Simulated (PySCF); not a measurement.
Input file for PySCF: R-M06-2X/def2-TZVPPD on COS (SMILES O=C=S).

```python
from pyscf import gto, dft

mol = gto.M(
    atom='''
    O     1.42888886    0.60524587    0.11109722
    C     0.38896886    0.17318790   -0.14694875
    S    -1.01719678   -0.41113910   -0.49456255
    ''',
    basis='def2-tzvppd',
    charge=0, spin=0, verbose=4, max_memory=1800)
mf = dft.RKS(mol, xc='m062x').density_fit(auxbasis='def2-universal-jkfit')
mf.grids.level = 4
mf.conv_tol = 1e-9
mf.max_cycle = 150
mf.kernel()
mf.dip_moment()
```

**Question.** Predict the final total energy.

**Answer.** -511.5401 hartree.
